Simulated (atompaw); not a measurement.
**An all-electron radial function and its pseudo partner (platinum)**

Columns: radius, all-electron u(r) and pseudo u(r) of the 5d shell (level -14.33 eV) of platinum in the configuration [Xe] 4f14 5d9 6s0 6p0; PBEsol, scalar-relativistic, PAW (atompaw) scheme, atompaw 4.2.0.5.

```json
{"r (bohr)": "0.112", "all-electron": "0.2670", "pseudo": "0.0005"}
{"r (bohr)": "0.223", "all-electron": "-0.1153", "pseudo": "0.0036"}
{"r (bohr)": "0.335", "all-electron": "-0.3941", "pseudo": "0.0119"}
{"r (bohr)": "0.446", "all-electron": "-0.3057", "pseudo": "0.0271"}
{"r (bohr)": "0.558", "all-electron": "-0.0405", "pseudo": "0.0508"}
{"r (bohr)": "0.669", "all-electron": "0.2435", "pseudo": "0.0831"}
{"r (bohr)": "0.781", "all-electron": "0.4825", "pseudo": "0.1241"}
{"r (bohr)": "0.892", "all-electron": "0.6543", "pseudo": "0.1721"}
{"r (bohr)": "1.004", "all-electron": "0.7656", "pseudo": "0.2260"}
{"r (bohr)": "1.115", "all-electron": "0.8258", "pseudo": "0.2822"}
{"r (bohr)": "1.227", "all-electron": "0.8489", "pseudo": "0.3391"}
{"r (bohr)": "1.338", "all-electron": "0.8452", "pseudo": "0.3927"}
{"r (bohr)": "1.450", "all-electron": "0.8233", "pseudo": "0.4412"}
{"r (bohr)": "1.562", "all-electron": "0.7898", "pseudo": "0.4816"}
{"r (bohr)": "1.673", "all-electron": "0.7496", "pseudo": "0.5117"}
{"r (bohr)": "1.785", "all-electron": "0.7053", "pseudo": "0.5310"}
{"r (bohr)": "1.896", "all-electron": "0.6599", "pseudo": "0.5388"}
{"r (bohr)": "2.008", "all-electron": "0.6141", "pseudo": "0.5356"}
{"r (bohr)": "2.119", "all-electron": "0.5696", "pseudo": "0.5225"}
{"r (bohr)": "2.231", "all-electron": "0.5264", "pseudo": "0.5010"}
{"r (bohr)": "2.342", "all-electron": "0.4855", "pseudo": "0.4736"}
{"r (bohr)": "2.454", "all-electron": "0.4465", "pseudo": "0.4421"}
{"r (bohr)": "2.565", "all-electron": "0.4102", "pseudo": "0.4090"}
{"r (bohr)": "2.677", "all-electron": "0.3759", "pseudo": "0.3758"}
{"r (bohr)": "2.788", "all-electron": "0.3443", "pseudo": "0.3443"}
{"r (bohr)": "2.900", "all-electron": "0.3147", "pseudo": "0.3147"}
```

Task: How many radial nodes do the two functions have?

Result: The all-electron 5d function has n − l − 1 = 2; the pseudo-wave has 0, since the states of the same l below it are removed with the core.

Task: Where does each function peak?

Result: Outermost all-electron maximum near 1.23 bohr, pseudo maximum near 1.90 bohr (to the table’s step).

Task: Is the pseudo-wave norm-conserving?

Result: No, it belongs to a PAW set: the norm inside the radius is not constrained, and the difference is carried by the augmentation charge.
